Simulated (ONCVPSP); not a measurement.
**indium: excitation energies, all-electron against ONCV**

ONCVPSP 4.0.1 input, shortened (lines: element, Z, core and valence counts, functional; n l f; lmax; l rc ep ncon nbas qcut; lloc lpopt rc5 dvloc0; l nproj debl; icmod fcfact rcfact), PBEsol, scalar-relativistic:

```
  In 49.00    6    4  -116133      upf
    1    0    2.00
    2    0    2.00
    2    1    6.00
    3    0    2.00
    3    1    6.00
    3    2   10.00
    4    0    2.00
    4    1    6.00
    4    2   10.00
    5    0    1.50
    2
    0    1.65    0.00    4    7    8.20
    1    1.45    0.00    4    8   11.80
    2    1.00    0.00    4    7   10.70
    4    5    0.85    4.00
    0    2    2.00
    1    2    1.10
    2    3    1.90
    2    0.50    1.10
```

In the p channel the program set the typed energies aside and used -3.333, 0.250 Ha.

Energies are relative to the spin-unpolarised reference configuration 4s2 4p6 4d10 5s1.5; without spin polarisation the order of configurations can differ from experiment.

```
valence configuration  charge  ΔE all-electron (eV)  error AE − PS (meV)
 4s2 4p6 4d10 5s2 5p1       0               -13.913                 +2.5
     4s2 4p6 4d10 5s1      +2                10.727                 -2.4
```

Task: What are ΔE and the potential's error for 4s2 4p6 4d10 5s2?

Result: ΔE = -8.552 eV all-electron; the error (AE − PS) is +1.1 meV.

Task: What are ΔE and the potential's error for 4s2 4p6 4d10 5s1 5p1?

Result: ΔE = -1.897 eV all-electron; the error (AE − PS) is +0.5 meV.

Levels in the configuration 4s2 4p6 4d10 5s2:

```json
{"level": "4s", "all-electron (eV)": "-127.002", "pseudo (eV)": "-126.983"}
{"level": "4p", "all-electron (eV)": "-85.519", "pseudo (eV)": "-85.515"}
{"level": "4d", "all-electron (eV)": "-26.073", "pseudo (eV)": "-26.073"}
{"level": "5s", "all-electron (eV)": "-14.985", "pseudo (eV)": "-14.983"}
```

Note: ghosts flagged at negative energy: d at -219.6 eV; GHOST(+) flagged for s at 124.7 eV. A true bound ghost makes a file unfit for plane-wave use.
